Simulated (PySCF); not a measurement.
CsSn⁺: energy against distance

Set-up: Cs def2-SVPD with ECP46, Sn def2-SVPD with ECP28; scalar-relativistic core potentials (PySCF 2.14). Energies in eV from Cs⁺ + Sn in their ground configurations at the same level. State: ³Π (triplet), unpaired electrons σ ↑, π ↑.

All columns are PBE0. A positive dipole points towards Sn; it is taken about the centre of mass and depends on that origin.

| R (Å) | E (eV) | μ (D) | Mulliken charge on Cs (basis-dependent) | HOMO (eV) | LUMO (eV) | Mayer bond order | ⟨S²⟩ |
| --- | --- | --- | --- | --- | --- | --- | --- |
| 3.693 | -0.154 | -5.80 | 0.93 | -8.81 | -6.99 | 0.15 | 2.00 |
| 3.865 | -0.221 | -6.16 | 0.94 | -8.68 | -6.87 | 0.13 | 2.00 |
| 4.036 | -0.254 | -6.55 | 0.94 | -8.56 | -6.75 | 0.12 | 2.00 |
| 4.165 | -0.265 | -6.86 | 0.94 | -8.48 | -6.66 | 0.12 | 2.00 |
| 4.294 | -0.268 | -7.18 | 0.95 | -8.39 | -6.57 | 0.11 | 2.00 |
| 4.423 | -0.264 | -7.51 | 0.95 | -8.31 | -6.49 | 0.11 | 2.00 |
| 4.595 | -0.253 | -7.96 | 0.95 | -8.21 | -6.39 | 0.10 | 2.00 |
| 4.809 | -0.234 | -8.55 | 0.95 | -8.08 | -6.26 | 0.10 | 2.00 |
| 5.067 | -0.207 | -9.27 | 0.95 | -7.94 | -6.11 | 0.10 | 2.00 |
| 5.410 | -0.172 | -10.27 | 0.95 | -7.75 | -5.93 | 0.09 | 2.00 |

A fit through these points gives, at Re = 4.272 Å, μ = -7.12 D and dμ/dR = -2.51 D/Å; the reduced mass is 63.03 u.

Q: How strong is the fundamental in the double-harmonic approximation, I = 42.26·(dμ/dR)²/μred km/mol?

A: I = 42.26·(-2.51)²/63.03 = 4.22 km/mol at PBE0.

The bond is weak. Basis-set superposition, not corrected here, can be much of De in a small basis, most of all at correlated wavefunction levels. These are scalar-relativistic numbers at best; spin–orbit coupling would shift them, the dissociation energy most. For an ion De counts to the pair picked by the measured ionisation energies or electron affinities, which need not be the lowest pair at this level. The state is the lowest determinant that a PBE0 search found; another state may lie lower at other levels.
